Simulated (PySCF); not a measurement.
Compound: C8H9F3.
Numbering: `[CH2:1]=[CH:2][C@@H:3]1[CH2:4][C:5](=[CH2:6])[C@@H:7]1[C:8]([F:9])([F:10])[F:11]` (hydrogens: H12, H13 on C1; H14 on C2; H15 on C3; H16, H17 on C4; H18, H19 on C6; H20 on C7)

The same species was optimised twice, with GFN2-xTB and with PBE0-D3(BJ)/def2-SVP (PySCF), and the same property calculations (PySCF, gas phase) were run on both structures.

```
     coordinate  GFN2-xTB  PBE0-D3(BJ)/def2-SVP  change
      C1=C2 (Å)     1.320                 1.334  +0.014
      C5=C6 (Å)     1.315                 1.328  +0.013
     C8–F10 (Å)     1.346                 1.337  -0.009
      C3–C4 (Å)     1.548                 1.556  +0.008
      C8–F9 (Å)     1.344                 1.336  -0.008
      C7–C8 (Å)     1.514                 1.509  -0.005
      C3–C7 (Å)     1.559                 1.565  +0.006
      C4–C5 (Å)     1.503                 1.508  +0.005
      C5–C7 (Å)     1.513                 1.517  +0.004
     C8–F11 (Å)     1.340                 1.341  +0.001
      C2–C3 (Å)     1.491                 1.490  -0.001
   C2–C3–C7 (°)     117.0                 121.2    +4.2
   C2–C3–C4 (°)     116.3                 118.7    +2.4
  F9–C8–F10 (°)     106.0                 107.4    +1.4
  C7–C8–F11 (°)     113.8                 112.4    -1.4
 F10–C8–F11 (°)     106.0                 107.2    +1.2
   C7–C8–F9 (°)     112.9                 111.7    -1.2
   C4–C3–C7 (°)      89.2                  88.4    -0.8
   C3–C4–C5 (°)      89.4                  88.7    -0.7
C1–C2–C3–C4 (°)      -143                  -125     +18
C5–C7–C8–F9 (°)      -165                  -172      -7
```

Rotational constants: A = 1390, B = 1137, C = 734.3 MHz (GFN2-xTB) against A = 1406, B = 1056, C = 706.8 MHz (PBE0-D3(BJ)/def2-SVP). Point groups within 0.08 Å: C1 and C1.

On the GFN2-xTB structure: HOMO (eV) -7.60 [PBE0/pcSseg-1]; LUMO (eV) -0.30 [PBE0/pcSseg-1]; dipole (D) 2.42 [PBE0/pcSseg-1]; GIAO shielding of C1 (ppm) 61.7 [PBE0/pcSseg-1]; GIAO shielding of C2 (ppm) 39.3 [PBE0/pcSseg-1]; GIAO shielding of C3 (ppm) 149.3 [PBE0/pcSseg-1]; GIAO shielding of C4 (ppm) 149.3 [PBE0/pcSseg-1]; GIAO shielding of C5 (ppm) 38.5 [PBE0/pcSseg-1]; GIAO shielding of C6 (ppm) 65.8 [PBE0/pcSseg-1]; GIAO shielding of C7 (ppm) 134.3 [PBE0/pcSseg-1]; GIAO shielding of C8 (ppm) 51.6 [PBE0/pcSseg-1].

**Question.** What do these properties become on the PBE0-D3(BJ)/def2-SVP structure?

**Answer.** 
| property | level | on GFN2-xTB | on PBE0-D3(BJ)/def2-SVP | change |
| --- | --- | --- | --- | --- |
| HOMO (eV) | PBE0/pcSseg-1 | -7.60 | -7.60 | 0.00 |
| LUMO (eV) | PBE0/pcSseg-1 | -0.30 | -0.28 | +0.02 |
| dipole (D) | PBE0/pcSseg-1 | 2.42 | 2.24 | -0.18 |
| energy, GFN2-xTB geometry as zero (kcal/mol) | PBE0/pcSseg-1 | 0.0 | -2.0 | -2.0 |
| GIAO shielding of C1 (ppm) | PBE0/pcSseg-1 | 61.7 | 58.8 | -2.9 |
| GIAO shielding of C2 (ppm) | PBE0/pcSseg-1 | 39.3 | 37.9 | -1.4 |
| GIAO shielding of C3 (ppm) | PBE0/pcSseg-1 | 149.3 | 145.4 | -3.9 |
| GIAO shielding of C4 (ppm) | PBE0/pcSseg-1 | 149.3 | 143.8 | -5.5 |
| GIAO shielding of C5 (ppm) | PBE0/pcSseg-1 | 38.5 | 36.0 | -2.5 |
| GIAO shielding of C6 (ppm) | PBE0/pcSseg-1 | 65.8 | 64.3 | -1.5 |
| GIAO shielding of C7 (ppm) | PBE0/pcSseg-1 | 134.3 | 131.2 | -3.1 |
| GIAO shielding of C8 (ppm) | PBE0/pcSseg-1 | 51.6 | 53.0 | +1.4 |

The heavy atoms differ by 0.215 Å rms after alignment. Among bonds between heavy atoms C1=C2 and C5=C6 change most and about equally (+0.013 to +0.014 Å). Changes are differences of the printed values. Neither structure is proved a minimum here.

The values belong to the conformer `[CH2:1]=[CH:2][C@@H:3]1[CH2:4][C:5](=[CH2:6])[C@@H:7]1[C:8]([F:9])([F:10])[F:11]`: C1–C2–C3–C4 -125°, C5–C7–C8–F9 -172°.
